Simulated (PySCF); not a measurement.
# One molecule, several mistakes: C2H8OSi

All numbers below are calculated, not measured. The program is PySCF 2.14.0, an open-source quantum chemistry code, run on an isolated molecule that a program drew, which may never have been made. The molecule is C2H8OSi (charge 0, singlet), drawn as the SMILES string `CC[SiH2]O`.

Each row is a Hartree-Fock (HF) and frozen-core CCSD(T) single point in the cc-pV(D+d)Z basis, meant for a local HF minimum. Run 1 is clean. Each other run has one planted mistake out of seven kinds, and not every kind appears here: one electron removed, one electron added, multiplicity raised by two, geometry at a saddle point, minimal basis STO-3G, one bond length entered in bohr, all coordinates scaled. The reference is restricted for singlets and unrestricted otherwise, and also for a bond in bohr. Adding or removing an electron swaps singlet and doublet. Electrons count all cores. HOMO and LUMO are orbital energies over both spins, the gradient is its largest component, and the lowest frequency (negative if imaginary) is given only where the gradient is small. Bond lengths are over the 11 bonds as drawn. T1 is the CCSD diagnostic: over 0.02 (restricted) or 0.045 (unrestricted) a single reference is doubtful.

Geometry of the clean run:
```xyz
12
C2H8OSi, angstrom
C    -0.7625   -1.6247    0.8932
C    -1.0448   -0.6171   -0.2302
Si    0.2356   -0.6197   -1.6053
O    -0.1065    0.5032   -2.7707
H    -0.7348   -2.6498    0.5140
H     0.1988   -1.4264    1.3747
H    -1.5308   -1.5832    1.6684
H    -1.1009    0.3977    0.1793
H    -2.0289   -0.8182   -0.6710
H     0.3017   -1.9787   -2.2017
H     1.5658   -0.2548   -1.0771
H    -0.8611    0.3770   -3.3251
```

| run | electrons | basis functions | <S^2> | HOMO (eV) | LUMO (eV) | gradient (hartree/bohr) | lowest frequency (cm^-1) | mean bond (Å) | longest bond (Å) | T1 | HF (hartree) | CCSD(T) (hartree) | mistake |
|---|---|---|---|---|---|---|---|---|---|---|---|---|---|
| 1 | 42 | 105 | 0.000 | -11.32 | 4.31 | 2.0e-05 | 83 | 1.3134 | 1.879 | 0.0094 | -444.24870 | -444.89949 | no fault |
| 2 | 42 | 105 | 2.013 | -2.39 | -2.37 | 1.0e-01 | - | 1.3134 | 1.879 | 0.0590 | -443.94970 | -444.62044 | multiplicity raised by two |
| 3 | 43 | 105 | 0.757 | 3.55 | 8.81 | 3.3e-02 | - | 1.3134 | 1.879 | 0.0162 | -444.10315 | -444.78211 | one electron added |
| 4 | 42 | 32 | 0.000 | -8.85 | 13.23 | 4.7e-02 | - | 1.3134 | 1.879 | 0.0066 | -438.93665 | -439.17287 | minimal basis STO-3G |
| 5 | 42 | 105 | 0.000 | -11.40 | 4.76 | 1.2e-01 | - | 1.1847 | 1.695 | 0.0082 | -444.11368 | -444.74639 | ? |

**Which mistake was planted in run 5, and what did it cost?**

The mean and the longest bond both change by the same factor, 0.902, and the gradient is no longer small. So the mistake is: all coordinates scaled. Subtracting run 1 and multiplying by 627.51 kcal/mol a hartree, the energy moved by 84.7 kcal/mol in HF and 96.1 kcal/mol in CCSD(T).

Cautions from the logs. Run 2: T1 is over the limit, so its CCSD(T) energy is less reliable; run 3: the HOMO is above zero, so the electron isn't bound and the energy depends on the basis.
